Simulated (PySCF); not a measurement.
Structure problem from calculated spectra and properties.

Formula: C7H6O2S2.

| Item | Value |
| --- | --- |
| NMR, other nuclei | isotropic shieldings of nuclei other than C and H, by class: 115 (2 O), 223 (1 S), 228 (1 S) ppm [GIAO PBE0/pcSseg-1] |
| 1H NMR | chemical shifts (computed TMS as zero) by class: 7.51 (1 H), 7.42 (1 H), 3.46 (1 H), 2.80 (3 H) ppm [GIAO PBE0/pcSseg-1] |
| 13C NMR | chemical shifts (computed TMS as zero) by class: 155.5 (1 C), 140.6 (1 C), 139.1 (1 C), 136.2 (1 C), 98.0 (1 C), 80.4 (1 C), 53.0 (1 C) ppm [GIAO PBE0/pcSseg-1] |
| Dipole | 4.81 D [PBE0/pcSseg-1] |
| Rotational structure | rotational constants A, B, C: 2.359, 0.489, 0.447 GHz [GFN2-xTB] |

Electronic properties: PySCF, gas phase, density fitting. Levels stand in brackets. Geometry: GFN2-xTB, one conformer, isolated molecule. NMR values are class means; diastereotopic atoms form classes of their own.

Problem. Give a SMILES that accounts for the data.

Solution. Numbering: `[CH:1]#[C:2][c:3]1[cH:4][cH:5][c:6]([S:7]([CH3:8])(=[O:9])=[O:10])[s:11]1`. 7 carbons fall into 7 classes; from least to most shielded: substituted aromatic carbon [C6] (155.5 ppm), substituted aromatic carbon [C3] (140.6 ppm), aromatic CH carbon [C4] (139.1 ppm), aromatic CH carbon [C5] (136.2 ppm), terminal alkyne carbon [C1] (98.0 ppm), alkyne carbon [C2] (80.4 ppm), S-methyl carbon [C8] (53.0 ppm). Hydrogen classes from least to most shielded: 1 H on an aromatic CH carbon, C5 (7.51 ppm), 1 H on an aromatic CH carbon, C4 (7.42 ppm), 1 H on a terminal alkyne carbon, C1 (3.46 ppm), 3 H on an S-methyl carbon, C8 (2.80 ppm). The other shieldings belong to: 115 ppm, sulfonyl oxygen [O9/O10]; 223 ppm, sulfonyl sulfur [S7]; 228 ppm, thiophene-type sulfur [S11]. The optimised geometry has point group C1 and is an asymmetric top. Structure: `C#Cc1ccc(S(C)(=O)=O)s1`. Computed isomers that give other values at the same levels: `C[S@](=O)c1cc2occc2s1` (13C chemical shifts (computed TMS as zero) by class: 162.5 (1 C), 161.6 (1 C), 150.2 (1 C), 140.4 (1 C), 114.7 (1 C), 112.7 (1 C), 55.3 (1 C) ppm). The assignments are read from this structure; whether some other isomer fits the data as well wasn't checked.

Shape of the structure used: `[CH:1]#[C:2][c:3]1[cH:4][cH:5][c:6]([S:7]([CH3:8])(=[O:9])=[O:10])[s:11]1`: C5–C6–S7–C8 107°.
